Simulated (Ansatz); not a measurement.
`CC(=O)[SiH2][SiH3]` + `ClC1O[SiH2]1` → `[SiH3]C1(Cl)O[SiH2]1` + `CC(=O)[SiH3]` at 500 K and 1 bar (formal exchange of groups at the Si–Si bond).

Program: Ansatz. Geometries: PBE0-D4/def2-TZVP. ΔE: electronic, gas phase. CCSD(T)/CBS adds triple-zeta CCSD(T) − MP2 to the extrapolated MP2 energy (def2 sets, frozen cores). One conformer a species, not always the lowest.

```
               species  CCSD(T)/CBS energy (Eh)  H − E (kJ/mol)  S (J/(mol·K))
  `CC(=O)[SiH2][SiH3]`               -734.22179           287.6          469.5
        `ClC1O[SiH2]1`               -863.85581           132.9          342.2
`[SiH3]C1(Cl)O[SiH2]1`              -1154.13608           187.1          419.8
        `CC(=O)[SiH3]`               -443.93955           226.6          390.6
```

H − E and S are ideal-gas, rigid-rotor, harmonic terms from PBE0-D4/def2-TZVP, for one conformer and one mirror image of each species. 1 Eh = 2625.50 kJ/mol, R = 8.31446 J/(mol·K).

By hand: ΔE, ΔH, ΔS and ΔG.

ΔE = (-1154.13608) + (-443.93955) − (-734.22179) − (-863.85581) = 0.00197 Eh = 5.2 kJ/mol. Δ(H − E) = 187.1 + 226.6 − 287.6 − 132.9 = -6.8, so ΔH = -1.6 kJ/mol. ΔS = 419.8 + 390.6 − 469.5 − 342.2 = -1.3 J/(mol·K). ΔG = -1.6 − 500 × (-1.3)/1000 = -1.0 kJ/mol.

By hand: the equilibrium constant, and the temperature at which ΔG would vanish if ΔH and ΔS stayed fixed.

log₁₀ K = −ΔG/(RT ln 10) = 0.1. ΔG = 0 at ΔH/ΔS = 1231 K, though so small a ΔH makes that figure unsure.

TΔS isn't small against ΔH here. The sign of ΔG lies within the doubt. A doubt of 5 kJ/mol in ΔE shifts log₁₀ K by 0.5 here. Other conformers and mirror images would add mixing entropy, several J/(mol·K) or more a flexible species. Modes under 60 cm⁻¹, often nearly free rotors, make the harmonic entropy too high. These are equilibria of isolated gas molecules and say nothing of rates. Largest T1 diagnostic: 0.015 (customary marks: 0.02 for closed shells, 0.045 for open ones).
